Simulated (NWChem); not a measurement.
System: TiF₃, doublet; SMILES [F][Ti]([F])[F]

```xyz
4

Ti     0.0000     0.0000     0.0000
F      0.4558    -1.7010     0.0000
F     -1.7010     0.4558     0.0000
F      1.2452     1.2452     0.0000
```
Atoms are numbered in this order, from 1.

Computed with NWChem. Pople sets run with spherical d functions. Spin-unrestricted. In the optimisation the excess spin sits in a' (C3h, its own frame). All runs use the structure optimised with PBE-D3(BJ)/def2-SVP, spin-unrestricted. The spin multiplicity was typed, not searched, and may not be the lowest. No stability test was run on the SCF state.

Question: What does the run give for PBE0/6-31G*? Quantities: highest occupied level (eV); lowest empty minus highest occupied level, either spin (eV); <S²>.

Answer: The highest occupied level (eV) comes out as -6.68, the lowest empty minus highest occupied level, either spin (eV) is 4.76 and the <S²> is 0.753.
